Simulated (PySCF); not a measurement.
**Property card for 2-isopropyl-1,3-dithiolane, `CC(C)C1SCCS1`**

Compound: 2-isopropyl-1,3-dithiolane, C6H12S2.
Numbering: `[CH3:1][CH:2]([CH3:3])[CH:4]1[S:5][CH2:6][CH2:7][S:8]1` (hydrogens: H9, H10, H11 on C1; H12 on C2; H13, H14, H15 on C3; H16 on C4; H17, H18 on C6; H19, H20 on C7)

Among its groups: sulfide.

From GFN2-xTB geometry:

```
Point group of the GFN2-xTB geometry                  : C1
Rotational constants A, B, C of the GFN2-xTB geometry : 2.135, 1.204, 0.985 GHz
```

From PBE0/pcSseg-1 ground state and GIAO shieldings, non-relativistic (PySCF):

```
Dipole moment                                               : 0.95 D
HOMO energy                                                 : -6.50 eV
LUMO energy                                                 : 0.11 eV
HOMO–LUMO gap                                               : 6.61 eV
Lowest Hirshfeld atomic charge                              : -0.13 e on C1
Highest Hirshfeld atomic charge                             : +0.05 e on H17/H20
13C chemical shifts (computed TMS as zero) by class         : 69.2 (C4), 45.3 (C6/C7), 37.4 (C2), 20.3 (C1/C3) ppm
1H chemical shifts (computed TMS as zero) by class          : 4.75 (H16), 3.01 (H18/H20), 2.97 (H17/H19), 1.62 (H12), 1.09 (H9/H10/H11/H13/H14/H15) ppm
Isotropic shieldings of nuclei other than C and H, by class : 453 (S5/S8) ppm
Mayer bond orders between heavy atoms                       : C1–C2 1.02, C2–C3 1.03, C2–C4 0.94, C4–S5 0.98, S5–C6 0.99, C6–C7 1.00, C7–S8 0.99, S8–C4 0.98
```

Monoisotopic mass (most abundant isotopes): 148.0380 u.

The rotational constants make it an asymmetric top with κ = (2B − A − C)/(A − C) = -0.62, nearer the prolate limit (−1). With B = h/(8π²I), that is 505.379 GHz u Å² over I, the principal moments of inertia are 236.7, 419.8 and 513.0 u Å² (most abundant isotopes). A dipole of 0.95 D is allowed in C1, and pure rotational transitions are dipole-allowed. The dipole equals about 3.2 × 10⁻³⁰ C·m (1 D = 3.33564 × 10⁻³⁰ C·m).

The structure is a single GFN2-xTB conformer in the gas phase; no vibrational or solvent corrections. NMR classes are plain means over equivalent atoms (diastereotopic ones count apart unless rotation or inversion swaps them), as if these changed places fast; in this geometry the members of some classes differ.
